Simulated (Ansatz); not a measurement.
The cluster Mn₆⁻. The state is a multiplicity 24 with charge -1. Geometry r2SCAN-D4/def2-SVPD; atoms count from 1.

```xyz
6

Mn    1.881   -0.718    1.427
Mn    1.312   -0.966   -1.170
Mn   -1.122    0.260   -1.642
Mn   -2.024    1.243    0.672
Mn   -0.587   -0.944    0.580
Mn    0.539    1.124    0.133
```

The charge -1 multiplicity 24 is spin-contaminated (final ⟨S²⟩ up to 146.75, 143.75 for a pure state). The highest occupied level of the charge -1 multiplicity 24 lies above zero (up to 0.29 eV). It is a level of β spin, whose loss leaves a multiplicity 25; that state wasn't run at this geometry and level. The electron is either unbound and held by the finite basis, or the level is raised by self-interaction error. An occupied level of the charge -1 multiplicity 24 lies above an empty one of the other spin, so a lower spin may lie lower. No other spin state of charge -1 was run. The geometry of the multiplicity 24 was relaxed on an unsound state (⟨S²⟩ 145.89, where a pure state has 143.75). The structure comes from a short search, and lower isomers may exist.

Question: Estimate the Mulliken populations from the PBE0/def2-SVP orbitals of Ansatz.

Answer: 
| atom | charge (e) | spin (α − β) | d electrons |
| --- | --- | --- | --- |
| Mn1 | -0.30 | 3.87 | 5.28 |
| Mn2 | -0.20 | 3.97 | 5.36 |
| Mn3 | -0.20 | 3.97 | 5.35 |
| Mn4 | -0.30 | 3.87 | 5.28 |
| Mn5 | -0.01 | 3.66 | 5.47 |
| Mn6 | -0.01 | 3.66 | 5.47 |
Mulliken values and Mayer orders depend strongly on the basis.

Question: Where does the spin sit?

Answer: Summed by element: Mn 23.00, of 23 unpaired in all. Largest on single atoms: Mn3 3.97, Mn2 3.97, Mn4 3.87.

Question: And the Mayer bond orders between bonded heavy atoms (over 0.3)?

Answer: Mn1–Mn2 0.61 (2.67 Å); Mn1–Mn5 0.62 (2.62 Å); Mn1–Mn6 0.62 (2.62 Å); Mn2–Mn3 0.56 (2.77 Å); Mn2–Mn5 0.63 (2.58 Å); Mn2–Mn6 0.63 (2.58 Å); Mn3–Mn4 0.61 (2.67 Å); Mn3–Mn5 0.63 (2.58 Å); Mn3–Mn6 0.63 (2.58 Å); Mn4–Mn5 0.62 (2.62 Å); Mn4–Mn6 0.62 (2.62 Å); Mn5–Mn6 0.76 (2.40 Å).
